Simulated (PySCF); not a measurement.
**Li⁺ (lithium, charge +1): PBE calculation**

Configuration: 1s2, closed-shell 1S. Computed with PySCF 2.14 in cc-pVTZ (4s3p2d1f, 30 functions), with the non-relativistic Hamiltonian (point nucleus).

```
Total energy                                     : -7.2558 hartree
One-electron energy                              : -8.8787 hartree
Hartree (Coulomb) energy                         : 3.2855 hartree
Exchange-correlation energy                      : -1.6627 hartree
Kinetic energy                                   : 7.18183 hartree
⟨S²⟩                                             : 0.0000
⟨L²⟩                                             : 0.000
Sum of ⟨r⟩                                       : 1.153 bohr
Sum of ⟨r²⟩                                      : 0.9105 bohr²
Density at the nucleus (Gaussians lack the cusp) : 13.3 bohr⁻³
Langevin diamagnetic susceptibility              : -0.721 ×10⁻⁶ cm³/mol
Time after the integrals                         : 0.06 s of wall time on 1 thread of Neoverse-V1 (shared host)
```

```csv
shell,electrons,mean orbital energy (eV),"rms radius, mean of both spins (bohr)"
1s,2,-60.315,0.675
```
